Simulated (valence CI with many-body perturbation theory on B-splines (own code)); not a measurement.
Results of a calculation; reference values are marked as such.
# Sensitivity of CI+MBPT for Te XL

Method: relativistic CI+MBPT: three valence electrons over a frozen Dirac-Fock core [Ne], a basis of 6 s, 6 p, 5 d, 3 f, 1 g functions for each j, with the one-electron correlation potential Σ1 (screened to all orders), the two-electron term Σ2, the three-electron term Σ3, Breit, model QED; selected single and double excitations, second order for the rest, scaled by the run's own slope (own B-spline code, finite nucleus).

No measured spectrum was set against this ion. As an estimate, large intervals hold to a few tenths of a per cent, small ones and those within an open d or f shell to about a per cent.

The reference run has the lowest level (3s^2 3p1/2) J=1/2 and an ionisation energy of 2789.55 eV. Its largest variational space holds 2842 state functions.

Levels are named by their leading jj configuration (3d3/2^4 stands for four electrons in 3d with j = 3/2), which in mixed levels can hold well under half, so a name can repeat and another be missing. Letters in brackets count levels of one name in rising energy.

Changed runs:
A. QED terms on → off
B. lowest core n in screening and Σ2 1 → 1
C. logarithmic knot step 0.27 → 0.2
D. Davidson iteration limit 60 → 2 (bad on purpose)

Excitation energies of the reference run in cm⁻¹, and shifts in cm⁻¹:

| Level | Reference | A | B | C | D |
| --- | --- | --- | --- | --- | --- |
| (3s^2 3p3/2) J=3/2 | 558098 | -923 | 0 | -3.9 | 0 |
| (3s 3p1/2^2) J=1/2 | 769669 | +10066 | 0 | +5.5 | 0 |
| (3s 3p1/2 3p3/2) J=3/2 [a] | 1197770 | +9074 | 0 | +1.7 | 0 |
| (3s 3p1/2 3p3/2) J=5/2 | 1282420 | +8853 | 0 | +1.3 | 0 |
| (3s 3p1/2 3p3/2) J=3/2 [b] | 1401540 | +7999 | 0 | -0.1 | 0 |
| (3s 3p1/2 3p3/2) J=1/2 | 1468220 | +9300 | 0 | +1.8 | 0 |
| (3s 3p3/2^2) J=5/2 | 1745070 | +4560 | 0 | -6.2 | 0 |
| (3s^2 3d3/2) J=3/2 | 1748840 | +1867 | 0 | -10 | +0.2 |
| (3s^2 3d5/2) J=5/2 | 1936110 | +3885 | 0 | -7.2 | 0 |
| (3s 3p3/2^2) J=1/2 | 2030190 | +8213 | 0 | -2.3 | 0 |
| (3s 3p3/2^2) J=3/2 | 2069490 | +8067 | 0 | -2.5 | 0 |
| (3p1/2^2 3p3/2) J=3/2 | 2192070 | +17473 | 0 | +5.0 | 0 |
| Ionisation energy (eV) | 2789.55 | -0.06 | 0 | -0.001 | 0 |

No effect on these energies: B.

Run D: The Davidson iterations stopped at their limit.
